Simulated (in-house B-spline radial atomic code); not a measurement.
## Ionising Pt2+ with different functionals

Computed with a radial B-spline atomic code at the basis-set limit: four-component Dirac-Coulomb Hamiltonian, Fermi nucleus of rms radius 5.427 fm, spin-restricted, spherical fractional occupations for the functionals. The ionisation energy is the difference of two self-consistent energies, [Xe] 4f14 5d8 → [Xe] 4f14 5d7, without Breit or QED terms; ε is the level of the shell that loses the electron (mean over j). The electron is taken from both j subshells in proportion to 2j + 1, so the result is a j average, not the step between ground levels.

Hybrids are left out here: with spherical fractional occupations of an open shell their exact exchange keeps a self-interaction that integer-occupation calculations don't have.

```tsv
method	rung	ΔSCF (eV)	-ε(5d) (eV)
LDA VWN5	LDA	?	?
relativistic LDA	LDA	32.53	26.19
LDA PW92	LDA	32.51	26.18
LDA exchange-only	LDA	30.98	24.70
PBE	GGA	32.21	25.88
PBEsol	GGA	32.25	25.91
BLYP	GGA	32.10	25.78
RPBE	GGA	32.13	25.79
PW91	GGA	?	?
BP86	GGA	32.33	26.00
AM05	GGA	32.24	25.90
OLYP	GGA	32.24	25.87
```

**Question.** What does LDA VWN5 give?

**Answer.** ΔSCF 32.52 eV, and -ε(5d) = 26.18 eV.

**Question.** What does PW91 give?

**Answer.** ΔSCF 32.30 eV, and -ε(5d) = 25.96 eV.

**Question.** How do they compare with the NIST value?

**Answer.** NIST lists 29 eV ± 1.6 (tabulated theory, ground level to ground level). Errors run from +1.98 to +3.53 eV. The correlated functionals all miss on the same side by more than they spread, so the cause is common to them (Breit-QED terms, spin polarisation, the choice among j levels, multiplet and fine-structure energies, or a listed next ion that isn't the cheapest removal here) and closeness doesn't rank the functionals.
